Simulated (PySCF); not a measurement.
## Correlation energy of Kr⁺ (krypton, charge +1)

[Ar] 3d10 4s1 4p6, 2S determinant (an excited configuration). Computed with PySCF 2.14 in ANO-RCC-VTZP (6s5p3d1f, 43 functions), with scalar relativity by spin-free X2C-1e. Frozen: [Ne]; 25 electrons correlated.

MP2 pair energies summed by pair of shells (mhartree):

```
 pair   energy  share (%)
4p-4p  -202.81       62.3
3d-3d   -31.92        9.8
3d-4p   -27.01        8.3
4s-4p   -21.19        6.5
3p-3d   -19.77        6.1
3s-3d    -7.17        2.2
3p-3p    -4.06        1.2
3d-4s    -3.78        1.2
3p-4p    -3.13        1.0
3s-3p    -2.76        0.8
3s-4p    -0.77        0.2
3p-4s    -0.74        0.2
3s-3s    -0.41        0.1
3s-4s    -0.10        0.0
```

Total MP2 correlation energy: -325.63 mhartree.

Same-spin part -78.98 and opposite-spin part -246.65 mhartree; SCS-MP2 scales them by 1/3 and 6/5 to -322.30 mhartree.
